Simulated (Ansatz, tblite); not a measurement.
Cost and result up the ladder for (H3Ge)2NH (Ge₂NH₇) (10 atoms). Charge 0, multiplicity 1. Geometry: PBE0-D4/def2-SVP.

```xyz
10

Ge   -1.5971   -0.1312    0.3654
H    -2.4096    0.6202    1.4381
H    -1.9266    0.3935   -1.0426
H    -1.9509   -1.6365    0.4386
N     0.1840    0.2071    0.6492
Ge    1.5257    0.1156   -0.5993
H     2.6897    1.0066   -0.1222
H     0.9366    0.6392   -1.9207
H     2.0581   -1.3216   -0.8194
H     0.4901    0.1072    1.6129
```

Ansatz on 4 threads of Intel Xeon on a shared host; xTB runs through tblite on one thread. Times are rough, summed over both states, and most runs start from the orbitals of an earlier one. PBE0-D4/def2-TZVP serves as the yardstick here, not as an exact answer. The other state is a doublet.

The xTB rows come from tblite.

Raw xTB energies of ions are shifted by several eV.

```
              level  functions  wall time  vertical IE (eV)  difference from PBE0-D4/def2-TZVP (eV)
           GFN2-xTB         29    0.022 s             13.58                                    4.61
           GFN1-xTB         36     0.04 s             14.30                                    5.34
   PBE-D4/def2-TZVP        169      5.8 s              8.79                                   -0.17
  PBE0-D4/def2-TZVP        169      8.6 s              8.96                                    0.00
r2SCAN-D4/def2-TZVP        169       11 s              8.82                                   -0.14
```
